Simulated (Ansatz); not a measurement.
Molecule: sum formula HSiO (charge +1, singlet). 
Geometry from a B3LYP-D3(BJ)/def2-TZVP (Ansatz, an electronic-structure program) optimisation:
```
Si
O 1 1.4891
H 1 1.4811 2 180.00
```
Charge +1, spin multiplicity 1.

Basis-set convergence of Hartree-Fock and CCSD correlation energies (hartree) with Ansatz. Valence correlation only, unless marked. Spin-orbit coupling is left out. Non-relativistic.

The T1 diagnostic of CCSD in the largest basis is 0.029, which is high, so the coupled-cluster rows are less sure than usual.

```json
[
 {"basis": "cc-pV(D+d)Z", "functions": "42", "E(HF)": "-364.00808", "E(corr, CCSD)": "-0.28478"},
 {"basis": "cc-pV(T+d)Z", "functions": "83", "E(HF)": "-364.05099", "E(corr, CCSD)": "-0.34135"},
 {"basis": "cc-pV(Q+d)Z", "functions": "149", "E(HF)": "-364.05932", "E(corr, CCSD)": "-0.36178"},
 {"basis": "cc-pV(5+d)Z", "functions": "246", "E(HF)": "-364.06164", "E(corr, CCSD)": "-0.36940"}
]
```

Extrapolating the two largest sets (X = 4 and 5) as X^-3: E(corr) = (125·(-0.36940) - 64·(-0.36178))/61 = -0.3774 Eh, an estimate of the basis-set limit. The largest set recovers 97.9 % of it, the smallest 75.5 %.
